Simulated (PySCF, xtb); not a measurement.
C2H3O2, SMILES [C](OC)=O, multiplicity 2. Atoms are numbered in the order given.

```xyz
7

C     -0.4416    -1.3151     0.0000
O      0.7243    -0.4745     0.0000
C      0.5111     0.8141     0.0000
O     -0.5053     1.4240     0.0000
H     -1.0469    -1.1217    -0.8971
H     -0.0749    -2.3470     0.0000
H     -1.0469    -1.1217     0.8971
```
Charge 0, spin multiplicity 2.

Coordinates come from a PBE0-D3(BJ)/def2-SVP optimisation. The isomer is the one that the SMILES or the coordinates give; other isomers of the formula were not compared. The values are those of a single conformer.

Level of theory: PySCF 2.14.0 with C-PCM-PBE0/def2-SVP.

The values are the electrostatic part of the solvation free energy, E(continuum) − E(gas) at the gas-phase geometry, in a cavity of scaled van der Waals radii (PySCF's table); cavitation and dispersion terms are not included. The dipole moment in vacuum is 2.66 D.

```
solvent                    ε  ΔG(elec) (kcal/mol)  dipole (D)
---------------------  -----  -------------------  ----------
water                  78.36                 -3.9        3.16
N,N-dimethylformamide  37.22                 -3.8        3.15
benzene                 2.27                 -2.1        2.93
```

For comparison, GFN2-xTB/ALPB(water) (xtb, at the GFN2-xTB geometry, all terms of that model) gives -2.1 kcal/mol.
